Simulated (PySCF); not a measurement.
Screening by computed properties: pick the candidate that meets the target.

Species are written as SMILES; each is one conformer at its optimised geometry, gas phase, non-relativistic unless stated; the electronic structure was computed with PySCF and density fitting.

Dipoles, sizes and rotational constants follow the conformer. The torsions of the flexible species, by atom-mapped SMILES:
- `[CH3:1][CH2:2][C@@H:3]1[C@H:4]([CH:5]([CH3:6])[CH3:7])[P@@H:8]1=[S:9]`: C1–C2–C3–C4 160°, C3–C4–C5–C6 -158°
- `[CH:1]#[C:2][c:3]1[n:4][cH:5][n:6]([SiH:7]([CH3:8])[CH3:9])[n:10]1`: C5–N6–Si7–C8 119°
- `[CH3:1][C:2]#[C:3][CH2:4][C:5]1=[CH:6][O:7][CH:8]=[CH:9][O:10]1`: C3–C4–C5–C6 1°
- `[CH2:1]=[C:2]([CH3:3])[C@@H:4]1[SiH2:5][C@H:6]1[S:7][CH3:8]`: C1–C2–C4–Si5 50°, Si5–C6–S7–C8 152°
- `[CH3:1][C:2]#[C:3][C:4]#[C:5][C:6](=[O:7])[O:8][CH2:9][CH3:10]`: C5–C6–O8–C9 -179°, C6–O8–C9–C10 -83°
- `[SiH3:1][c:2]1[n:3][n:4][n:5][cH:6][c:7]1[CH:8]1[CH2:9][CH2:10]1`: C6–C7–C8–C9 35°
- `[CH3:1][CH2:2][c:3]1[cH:4][p:5][c:6]([N:7]([CH3:8])[CH3:9])[o:10]1`: C1–C2–C3–C4 -4°, P5–C6–N7–C8 -162°
- `[CH3:1]/[CH:2]=[CH:3]\[P:4](=[S:5])([CH2:6][CH3:7])[CH2:8][CH3:9]`: C2–C3–P4–S5 51°, C3–P4–C6–C7 -73°, C3–P4–C8–C9 180°

Question: Wanted: HOMO energy below -7.3 eV (PBE0/pcSseg-1) and dipole moment below 5 D (PBE0/pcSseg-1), at GFN2-xTB geometries. Which candidate meets both?
A. `CC#CC#CC(=O)OCC`
B. `C#Cc1ncn([SiH](C)C)n1`
C. `CN(C)c1oc(cp1)CC`
D. `[SiH3]c1nnncc1C1CC1`
E. `CC[C@@H]1[C@H](C(C)C)[P@@H]1=S`
F. `CC#CCC1=COC=CO1`
G. `C=C(C)[C@@H]1[SiH2][C@H]1SC`

Answer: A. Computed values:
```csv
species,HOMO energy,dipole moment
CC#CC#CC(=O)OCC,-7.34 eV,2.91 D
C#Cc1ncn([SiH](C)C)n1,-7.20 eV,3.64 D
[SiH3]c1nnncc1C1CC1,-6.95 eV,6.01 D
CC[C@@H]1[C@H](C(C)C)[P@@H]1=S,-6.29 eV,4.06 D
C=C(C)[C@@H]1[SiH2][C@H]1SC,-6.12 eV,1.21 D
CC#CCC1=COC=CO1,-5.47 eV,0.71 D
CN(C)c1oc(cp1)CC,-5.17 eV,2.55 D
```

Question: Wanted: smallest rotational constant between 0.78 GHz and 1 GHz (GFN2-xTB) and HOMO–LUMO gap below 6.4 eV (PBE0/pcSseg-1), at GFN2-xTB geometries. Which candidate meets both?
A. `CC[C@@H]1[C@H](C(C)C)[P@@H]1=S`
B. `C=C(C)[C@@H]1[SiH2][C@H]1SC`
C. `C#CC=C=CC#N`
D. `C/C=C\P(=S)(CC)CC`

Answer: D. Computed values:
```csv
species,smallest rotational constant,HOMO–LUMO gap
CC[C@@H]1[C@H](C(C)C)[P@@H]1=S,0.667 GHz,6.50 eV
C=C(C)[C@@H]1[SiH2][C@H]1SC,0.759 GHz,5.76 eV
C/C=C\P(=S)(CC)CC,0.810 GHz,5.64 eV
C#CC=C=CC#N,1.091 GHz,6.22 eV
```
